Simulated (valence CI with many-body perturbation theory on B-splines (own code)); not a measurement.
Results of a calculation; reference values are marked as such.
Mn19+: what each term of the Hamiltonian does

Method: valence CI with perturbative core correlation (CI+MBPT): four valence electrons over a frozen Dirac-Fock core [He], radial functions for each j: 11 s, 11 p, 9 d, 7 f, 5 g, 2 h, 1 i, with the one-electron correlation potential Σ1 (screened to all orders), the two-electron term Σ2, the three-electron term Σ3, Breit, model QED; selected single and double excitations, second order for the rest (own B-spline code, finite nucleus).

No measured spectrum was set against this ion. As an estimate, levels of excited configurations hold to 0.05 to 0.15 % of their energy, terms of the ground configuration to about 0.5 %.

Each rung adds one term. CI alone is the Dirac-Coulomb CI over the frozen core; QED comes last and gives the full result, which names the levels. Energies are above 2s2.2p2 3P_0 on the same rung, in eV.

Names give the largest LS component (configuration and term), which can be under half, so a name can repeat, a term be missing and a line seem to break the LS rules; names also repeat where a configuration has a term twice. Letters in brackets count levels of one name in rising energy.

| Level | CI alone | + Σ1 | + Σ2 | + Σ3 | + Breit | Full |
| --- | --- | --- | --- | --- | --- | --- |
| 2s2.2p2 3P_1 | 7.67 | 7.68 | 7.67 | 7.67 | 7.38 | 7.41 |
| 2s2.2p2 3P_2 | 12.84 | 12.86 | 12.86 | 12.85 | 12.22 | 12.25 |
| 2s2.2p2 1D_2 | 27.01 | 27.04 | 27.05 | 27.03 | 26.30 | 26.35 |
| 2s2.2p2 1S_0 | 41.71 | 41.74 | 41.85 | 41.79 | 41.31 | 41.34 |
| 2s.2p3 5S°_2 | 55.79 | 55.65 | 55.59 | 55.62 | 55.26 | 54.93 |
| 2s.2p3 3D°_2 | 90.43 | 90.29 | 90.20 | 90.16 | 89.95 | 89.61 |
| 2s.2p3 3D°_1 | 90.42 | 90.28 | 90.18 | 90.15 | 90.02 | 89.68 |
| 2s.2p3 3D°_3 | 93.40 | 93.26 | 93.17 | 93.14 | 92.45 | 92.12 |
| 2s.2p3 3P°_0 | 106.17 | 106.04 | 105.99 | 105.94 | 105.78 | 105.45 |
| 2s.2p3 3P°_1 | 107.18 | 107.05 | 106.98 | 106.93 | 106.59 | 106.27 |
| 2s.2p3 3P°_2 | 109.06 | 108.93 | 108.86 | 108.81 | 108.30 | 107.98 |
| 2s.2p3 3S°_1 | 128.48 | 128.33 | 127.93 | 127.81 | 127.56 | 127.22 |
| 2s.2p3 1D°_2 | 131.49 | 131.36 | 131.09 | 130.98 | 130.43 | 130.10 |
| 2s.2p3 1P°_1 | 146.79 | 146.67 | 146.39 | 146.27 | 145.78 | 145.46 |
| 2p4 3P_2 | 193.27 | 192.97 | 192.57 | 192.47 | 192.39 | 191.69 |
| 2p4 3P_1 | 203.06 | 202.78 | 202.38 | 202.27 | 202.04 | 201.35 |
| 2p4 3P_0 | 202.96 | 202.67 | 202.28 | 202.17 | 202.07 | 201.38 |
| 2p4 1D_2 | 212.47 | 212.18 | 211.83 | 211.72 | 211.30 | 210.62 |
| 2p4 1S_0 | 238.87 | 238.61 | 238.27 | 238.15 | 237.92 | 237.27 |
| 2s2.2p.3s 3P°_0 | 866.66 | 866.92 | 866.93 | 866.86 | 866.11 | 866.23 |
| 2s2.2p.3s 3P°_1 | 867.70 | 867.97 | 867.97 | 867.90 | 867.11 | 867.24 |
| 2s2.2p.3s 3P°_2 | 879.26 | 879.54 | 879.54 | 879.47 | 878.28 | 878.43 |
| 2s2.2p.3s 1P°_1 | 882.05 | 882.34 | 882.31 | 882.24 | 881.07 | 881.22 |
| 2s2.2p.3p 3D_1 | 887.76 | 888.00 | 887.98 | 887.92 | 887.26 | 887.28 |
| 2s2.2p.3p 3P_1 [a] | 893.97 | 894.21 | 894.19 | 894.12 | 893.35 | 893.38 |
| 2s2.2p.3p 3D_2 | 894.36 | 894.59 | 894.58 | 894.51 | 893.68 | 893.71 |
| 2s2.2p.3p 3P_0 | 896.18 | 896.41 | 896.38 | 896.31 | 895.66 | 895.67 |
| 2s2.2p.3p 3P_1 [b] | 903.11 | 903.36 | 903.34 | 903.27 | 902.20 | 902.24 |
| 2s2.2p.3p 3D_3 | 904.23 | 904.48 | 904.47 | 904.40 | 903.19 | 903.25 |
| 2s2.2p.3p 3S_1 | 905.57 | 905.82 | 905.80 | 905.73 | 904.64 | 904.68 |
| 2s2.2p.3p 3P_2 | 906.09 | 906.33 | 906.30 | 906.23 | 905.13 | 905.16 |

Problem. How does the ionisation energy move along the ladder, and which term matters most?

Solution. CI alone 1539.7, + Σ1 1540.0, + Σ2 1539.9, + Σ3 1539.9, + Breit 1539.0, + QED 1539.0 eV. The largest step is Breit, -0.9 eV. NIST lists 1537.2 ± 0.8 eV (semi-empirical).
